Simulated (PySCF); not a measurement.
C₃H₇BO₂, SMILES C(O)B1CCO1. Coordinates come from a PBE-D3(BJ)/def2-SVP optimisation. This is a generated structure with no PubChem entry under its InChIKey; it may be hypothetical. Other conformers were not sampled.

Method: PBE-D3(BJ)/def2-SVP (PySCF).

Harmonic wavenumbers (cm⁻¹): 98, 136, 157, 238, 321, 395, 620, 643, 787, 812, 926, 935, 947, 1023, 1058, 1115, 1126, 1149, 1168, 1212, 1287, 1334, 1353, 1374, 1409, 1448, 2836, 2958, 2982, 3022, 3047, 3083, 3695. Rotational constants (GHz): 8.956, 2.273, 1.881; symmetry number 1.

**Question.** Work out the zero-point energy and the ideal-gas rigid-rotor harmonic-oscillator thermochemistry at 298.15 K and 1 atm.

**Answer.** ZPE = ½ Σ hcν = ½ × 44693 cm⁻¹ = 63.89 kcal/mol. H − E(el) = 68.80 kcal/mol. Entropy in cal/(mol K): translation 39.26, rotation 26.53, vibration 15.17, total 80.96. G − E(el) = 44.67 kcal/mol. Cp = 25.79 cal/(mol K). Modes under 150 cm⁻¹ make the vibrational entropy uncertain.
